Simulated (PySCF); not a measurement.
AlI₃, triplet, geometry from GFN2-xTB (such geometries of metal compounds can be far from the true shape) (a higher spin typed on purpose: for a closed-shell molecule this is an excited state) (all electrons, no relativity); PySCF with BLYP/STO-3G.

PySCF was given this input:
```python
from pyscf import gto, scf, dft

mol = gto.Mole()
mol.atom = '''
    Al   -0.00374561   -0.61728856    0.32371279
    I    -2.53945884   -1.19653453   -0.37324545
    I     0.01059087    1.74541028   -0.91531202
    I     2.52978671   -0.39746535    1.20915622
'''
mol.basis = 'sto-3g'
mol.spin = 2
mol.verbose = 4
mol.build()

mf = dft.UKS(mol)
mf.xc = 'blyp'
mf.kernel()
mf.analyze()
```

What the program printed (banner, timings and long lists left out):

```
PySCF version 2.14.0

[INPUT] verbose = 4
[INPUT] num. atoms = 4
[INPUT] num. electrons = 172
[INPUT] charge = 0
[INPUT] spin (= nelec alpha-beta = 2S) = 2
[INPUT] symmetry False subgroup None
[INPUT] Mole.unit = angstrom
[INPUT] Symbol           X                Y                Z      unit          X                Y                Z       unit  Magmom
[...]
nuclear repulsion = 1440.55913498146
number of shells = 38
number of NR pGTOs = 270
number of NR cGTOs = 90
basis = sto-3g
ecp = {}

******** <class 'pyscf.dft.uks.UKS'> ********
method = UKS
initial guess = minao
damping factor = 0
level_shift factor = 0
DIIS = <class 'pyscf.scf.diis.CDIIS'>
diis_start_cycle = 1
diis_space = 8
diis_damp = 0
SCF conv_tol = 1e-09
SCF conv_tol_grad = None
SCF max_cycles = 50
direct_scf = True
direct_scf_tol = 1e-13
number electrons alpha = 87  beta = 85
XC library pyscf.dft.libxc version 7.1.2
    S. Lehtola, C. Steigemann, M. J. T. Oliveira, and M. A. L. Marques,  SoftwareX 7, 1–5 (2018)
XC functionals = blyp
    A. D. Becke,  Phys. Rev. A 38, 3098 (1988)
    C. Lee, W. Yang, and R. G. Parr,  Phys. Rev. B 37, 785 (1988)
    B. Miehlich, A. Savin, H. Stoll, and H. Preuss,  Chem. Phys. Lett. 157, 200 (1989)
radial grids:
    Treutler-Ahlrichs [JCP 102, 346 (1995); DOI:10.1063/1.469408] (M4) radial grids

becke partition: Becke, JCP 88, 2547 (1988); DOI:10.1063/1.454033
pruning grids: <function nwchem_prune>
grids dens level: 3
symmetrized grids: False
atomic radii adjust function: <function treutler_atomic_radii_adjust>
small_rho_cutoff = 0
Set gradient conv threshold to 3.16228e-05
tot grids = 85056
init E= -20732.9849278081

cycle= 1 E= -20797.5152375736  delta_E= -64.5  |g|= 0.307  |ddm|= 2.18

cycle= 2 E= -20796.0008060579  delta_E= 1.51  |g|= 1.05  |ddm|= 3.42

cycle= 3 E= -20797.6015878111  delta_E= -1.6  |g|= 0.154  |ddm|= 3.14

cycle= 4 E= -20797.5587224508  delta_E= 0.0429  |g|= 0.163  |ddm|= 1.69

cycle= 5 E= -20797.6529221304  delta_E= -0.0942  |g|= 0.0116  |ddm|= 1.17

cycle= 6 E= -20797.6318181986  delta_E= 0.0211  |g|= 0.0857  |ddm|= 0.652

cycle= 7 E= -20797.6531372167  delta_E= -0.0213  |g|= 0.0055  |ddm|= 0.603

cycle= 8 E= -20797.6530707518  delta_E= 6.65e-05  |g|= 0.00744  |ddm|= 0.0486

cycle= 9 E= -20797.6531682501  delta_E= -9.75e-05  |g|= 0.00442  |ddm|= 0.0212

cycle= 10 E= -20797.6532209216  delta_E= -5.27e-05  |g|= 0.000342  |ddm|= 0.0289

cycle= 11 E= -20797.6532212361  delta_E= -3.15e-07  |g|= 3.59e-05  |ddm|= 0.00239

cycle= 12 E= -20797.6532212397  delta_E= -3.57e-09  |g|= 3.85e-06  |ddm|= 0.000223

cycle= 13 E= -20797.6532212398  delta_E= -5.09e-11  |g|= 5.78e-07  |ddm|= 2.31e-05

Extra cycle  E= -20797.6532212395  delta_E= 2.84e-10  |g|= 1.04e-05  |ddm|= 7.6e-05
converged SCF energy = -20797.6532212395  <S^2> = 2.0009076  2S+1 = 3.000605
**** SCF Summaries ****
Total Energy =                      -20797.653221239474078
Nuclear Repulsion Energy =            1440.559134981458101
One-electron Energy =               -31539.791927770453185
Two-electron Energy =                 9301.579571549520551
Two-electron Coulomb Energy =         9849.396514283098441
DFT Exchange-Correlation Energy =     -547.816942733578230
**** MO energy ****
                             alpha | beta                alpha | beta
[...]
To work with the spin densities directly, `use mulliken_meta_spin()` only printing them here.

 ** Mulliken spin pop alpha/beta on meta-lowdin orthogonal AOs **
 ** Mulliken Spin Density (per AO)  **
spin_pop of  0 Al 1s        0.00000
spin_pop of  0 Al 2s        0.00005
spin_pop of  0 Al 3s        0.40952
spin_pop of  0 Al 2px      -0.00008
spin_pop of  0 Al 2py      -0.00006
spin_pop of  0 Al 2pz      -0.00009
spin_pop of  0 Al 3px      -0.00147
spin_pop of  0 Al 3py       0.05409
spin_pop of  0 Al 3pz       0.02112
spin_pop of  1 I 1s        0.00000
spin_pop of  1 I 2s        0.00000
spin_pop of  1 I 3s        0.00000
spin_pop of  1 I 4s        0.00000
spin_pop of  1 I 5s        0.00501
spin_pop of  1 I 2px       0.00000
spin_pop of  1 I 2py       0.00000
spin_pop of  1 I 2pz       0.00000
spin_pop of  1 I 3px       0.00001
spin_pop of  1 I 3py       0.00001
spin_pop of  1 I 3pz       0.00000
spin_pop of  1 I 4px       0.00014
spin_pop of  1 I 4py       0.00017
spin_pop of  1 I 4pz       0.00006
spin_pop of  1 I 5px       0.20361
spin_pop of  1 I 5py       0.24718
spin_pop of  1 I 5pz       0.08195
spin_pop of  1 I 3dxy      0.00000
spin_pop of  1 I 3dyz      0.00000
spin_pop of  1 I 3dz^2     0.00000
spin_pop of  1 I 3dxz      0.00000
spin_pop of  1 I 3dx2-y2    0.00000
spin_pop of  1 I 4dxy      0.00000
spin_pop of  1 I 4dyz      0.00000
spin_pop of  1 I 4dz^2     0.00001
spin_pop of  1 I 4dxz      0.00001
spin_pop of  1 I 4dx2-y2    0.00003
spin_pop of  2 I 1s        0.00000
spin_pop of  2 I 2s        0.00000
spin_pop of  2 I 3s        0.00000
spin_pop of  2 I 4s        0.00000
spin_pop of  2 I 5s        0.00108
spin_pop of  2 I 2px       0.00000
spin_pop of  2 I 2py       0.00000
spin_pop of  2 I 2pz       0.00000
spin_pop of  2 I 3px       0.00001
spin_pop of  2 I 3py       0.00000
spin_pop of  2 I 3pz       0.00000
spin_pop of  2 I 4px       0.00023
spin_pop of  2 I 4py       0.00004
spin_pop of  2 I 4pz       0.00003
spin_pop of  2 I 5px       0.34106
spin_pop of  2 I 5py       0.05416
spin_pop of  2 I 5pz       0.04384
spin_pop of  2 I 3dxy     -0.00000
spin_pop of  2 I 3dyz      0.00000
spin_pop of  2 I 3dz^2     0.00000
spin_pop of  2 I 3dxz     -0.00000
spin_pop of  2 I 3dx2-y2    0.00000
spin_pop of  2 I 4dxy     -0.00000
spin_pop of  2 I 4dyz      0.00001
spin_pop of  2 I 4dz^2     0.00000
spin_pop of  2 I 4dxz     -0.00000
spin_pop of  2 I 4dx2-y2    0.00001
spin_pop of  3 I 1s        0.00000
spin_pop of  3 I 2s        0.00000
spin_pop of  3 I 3s        0.00000
spin_pop of  3 I 4s        0.00000
spin_pop of  3 I 5s        0.00501
spin_pop of  3 I 2px       0.00000
spin_pop of  3 I 2py       0.00000
spin_pop of  3 I 2pz       0.00000
spin_pop of  3 I 3px       0.00001
spin_pop of  3 I 3py       0.00001
spin_pop of  3 I 3pz       0.00000
spin_pop of  3 I 4px       0.00014
spin_pop of  3 I 4py       0.00017
spin_pop of  3 I 4pz       0.00006
spin_pop of  3 I 5px       0.20348
spin_pop of  3 I 5py       0.24374
spin_pop of  3 I 5pz       0.08560
spin_pop of  3 I 3dxy      0.00000
spin_pop of  3 I 3dyz      0.00000
spin_pop of  3 I 3dz^2     0.00000
spin_pop of  3 I 3dxz      0.00000
spin_pop of  3 I 3dx2-y2    0.00000
spin_pop of  3 I 4dxy      0.00000
spin_pop of  3 I 4dyz      0.00000
spin_pop of  3 I 4dz^2     0.00001
spin_pop of  3 I 4dxz      0.00001
spin_pop of  3 I 4dx2-y2    0.00003
 ** Mulliken Spin Density (per atom)  **
spin density of  0 Al =      0.48308
spin density of  1 I =      0.53819
spin density of  2 I =      0.44046
spin density of  3 I =      0.53826
 ** Mulliken pop alpha/beta on meta-lowdin orthogonal AOs **
 ** Mulliken pop       alpha | beta **
In total            87.00000 | 85.00000
 ** Mulliken atomic charges   ( Nelec_alpha | Nelec_beta ) **
charge of  0Al =      0.46606  (     6.50851      6.02543 )
charge of  1I =     -0.16935  (    26.85377     26.31558 )
charge of  2I =     -0.12743  (    26.78395     26.34348 )
charge of  3I =     -0.16929  (    26.85378     26.31551 )
Dipole moment(X, Y, Z, Debye): -0.00803, -1.44760,  0.75945
```
